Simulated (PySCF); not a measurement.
**A computed series MF3(H2O)**

Computed with PySCF 2.14.0, PBE0, def2-SVP on the ligands, density fitting, scalar-relativistic core potentials, no spin-orbit coupling, vacuum. Each member is relaxed from one template within its symmetry. Distances are means of the shortest metal–ligand contacts, charges and spins Mulliken's; removal energies are rigid, with the ligand's formal charge and no counterpoise, so too large; for an anion taken off a cation in vacuum most of it is the attraction of opposite charges, and multiply charged cations can part far more cheaply with an electron moved from ligand to metal. lcecp potentials hold a fixed number of 4f electrons in the core, out of states, spins and gaps.

```csv
metal,basis on the metal,point group,M–F (Å),M–H2O (Å),charge on M (e),dipole (D),removal of one F (eV),"strongest infrared band, degenerate modes summed (cm⁻¹)",unstable modes (below −25 cm⁻¹)
La,lcecp-1-SVP with ECP46,Cs,2.142,2.599,1.31,7.00,10.57,530,0
Sm,lcecp-1-SVP with ECP51,Cs,2.072,2.483,1.22,6.76,10.91,554,0
Tb,lcecp-1-SVP with ECP54,Cs,2.038,2.425,1.21,6.73,11.11,560,0
Er,lcecp-1-SVP with ECP57,Cs,2.005,2.371,1.18,6.68,11.29,567,0
Lu,lcecp-1-SVP with ECP60,Cs,1.983,2.329,1.14,5.84,11.51,–,1 (soft)
```

(1) What does the calculation give for Pr, lcecp-1-SVP with ECP48?

Members with unstable modes aren't minima as they stand: saddle points kept by symmetry or, where the modes are soft, flat surfaces and noise. One start shape was tried for each, so a minimum needn't be the lowest isomer.

Answers

(1) point group: Cs, M–F (Å): 2.110, M–H2O (Å): 2.549, charge on M (e): 1.25, dipole (D): 6.86, removal of one F (eV): 10.71, strongest infrared band, degenerate modes summed (cm⁻¹): 544, unstable modes (below −25 cm⁻¹): 0.
```xyz
7

Pr    0.0960   -0.0970    0.0970
F     1.1480    1.3780    1.1810
F    -1.3385   -1.1891    1.1891
F     1.1480   -1.1810   -1.3780
O    -1.3649    1.3798   -1.3798
H    -1.7021    2.2587   -1.1662
H    -1.7021    1.1662   -2.2587
```
